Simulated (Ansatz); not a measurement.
`O[Si@@H]1[SiH2][Si@H]1[SiH3]` → `O[SiH]1[SiH2][SiH2]1` + `[SiH2]`  (silylene loss)

Gas-phase electronic energies from Ansatz, PBE0-D4/def2-TZVP geometries. CBS: MP2 limit from def2 TZ/QZ plus the TZ coupled-cluster correction, frozen cores. This one scheme is used for every species. Functionals use def2-TZVPP. B3LYP here is the variant with VWN-RPA as its local correlation; programs differ in this. Each species was taken in one conformer, which may not be the lowest.

| level | ΔE (kJ/mol) | difference from CCSD(T)/CBS |
| --- | --- | --- |
| PBE-D4 | 273.7 | 14.1 |
| PBE0-D4 | 278.6 | 19.0 |
| B3LYP-D4 | 254.2 | -5.4 |
| ωB97X-V | 266.7 | 7.1 |
| PBE | 264.2 | 4.6 |
| PBE0 | 270.0 | 10.4 |
| B3LYP | 238.9 | -20.7 |
| MP2/def2-TZVPP | 270.2 | 10.6 |
| HF/def2-QZVPP | 226.4 | -33.2 |
| SCS-MP2/def2-QZVPP | 259.6 | 0.0 |
| CCSD(T)/CBS | 259.6 | 0 |

Largest T1 diagnostic among the species: 0.015.

The D4 term adds +15.3 kJ/mol with B3LYP and +8.6 kJ/mol with PBE0; it sums over pairs of atoms, weighted by their polarisabilities, and B3LYP, whose exchange is more repulsive, gets the larger term. In def2-TZVPP, CCSD(T) changes the Hartree–Fock value by +26.0 kJ/mol (the triples alone add +7.4 kJ/mol) and MP2 by +44.2 kJ/mol. From PBE to PBE0 (25 % exact exchange), in def2-TZVPP and without D4, ΔE moves by +5.8 kJ/mol.
